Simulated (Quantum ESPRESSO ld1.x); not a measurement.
The numbers below are computed, except where a source is named.
Question: The palladium ion Pd3+, 43 electrons, occupied as [Kr] 4d7. Code: ld1.x of Quantum ESPRESSO 7.5. Model: Dirac Kohn-Sham, revPBE, spin-unpolarised, spherical densities, point nucleus; open shells are shared between the two j in proportion to 2j + 1. Some entries of the table are withheld. Estimate them.

orbital  occ.  eigenvalue (eV)  <1/r> (bohr^-1)  <r^2> (bohr^2)
1s1/2       2         -24195.3            48.25        0.001371
2s1/2       2         -3567.44            11.09         0.02250
2p1/2       2         -3311.60            11.07         0.01685
2p3/2       4         -3152.22            10.43         0.01818
3s1/2       2         -677.329            3.864          0.1644
3p1/2       2              (1)            3.768          0.1602
3p3/2       4              (2)            3.613          0.1695
3d3/2       4         -370.200              (3)             (4)
3d5/2       6         -364.657              (5)             (6)
4s1/2       2         -125.949              (7)          0.9962
4p1/2       2         -94.4905            1.356           1.153
4p3/2       4         -89.9142            1.309           1.219
4d3/2     2.8         -41.9015              (8)             (9)
4d5/2     4.2         -41.3261             (10)            (11)

Answer: 
(1) 3p1/2 eigenvalue (eV): -576.425
(2) 3p3/2 eigenvalue (eV): -548.634
(3) 3d3/2 <1/r> (bohr^-1): 3.445
(4) 3d3/2 <r^2> (bohr^2): 0.1509
(5) 3d5/2 <1/r> (bohr^-1): 3.405
(6) 3d5/2 <r^2> (bohr^2): 0.1537
(7) 4s1/2 <1/r> (bohr^-1): 1.473
(8) 4d3/2 <1/r> (bohr^-1): 1.023
(9) 4d3/2 <r^2> (bohr^2): 1.984
(10) 4d5/2 <1/r> (bohr^-1): 1.012
(11) 4d5/2 <r^2> (bohr^2): 2.024
